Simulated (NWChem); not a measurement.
A series in which one site is exchanged, each optimised at PBE0/def2-SVP with NWChem, gas phase unless a solvent is named. This build's default masses of Se (78.918 u) and Br (79.917 u) are each other's, which moves their modes by up to 0.6 %. For some, no frequency run checked for a minimum. def2 effective core potentials on Y, La; no spin-orbit coupling.

A: [Y]([Cl])([Br])[Cl] (YBrCl$_{2}$; site = Y)
B: [Cl][Ga]([Br])[Cl] (GaBrCl2; site = Ga)
C: [Cl][La]([Br])[Cl] (LaBrCl$_{2}$; site = La)
D: [Cl][Sc]([Cl])[Br] (ScBrCl2; site = Sc)

| quantity | A | B | C | D |
|---|---|---|---|---|
| dipole (D), PBE0/def2-SVP | 0.10 | 0.37 | 1.96 | … |
| orbital gap (eV), PBE0/def2-SVP | 5.67 | 6.93 | 5.43 | … |
| static polarisability, PBE0/def2-SVPD (bohr³) | 87.4 | 75.5 | 97.1 | … |
| lowest singlet excitation, PBE0/def2-SVPD, TDA (eV) | 4.51 | 5.43 | 4.38 | … |

### Question
Fill in the missing entries.

### Answer

- dipole (D), PBE0/def2-SVP, D: 0.08
- orbital gap (eV), PBE0/def2-SVP, D: 5.47
- static polarisability, PBE0/def2-SVPD (bohr³), D: 83.7
- lowest singlet excitation, PBE0/def2-SVPD, TDA (eV), D: 4.11
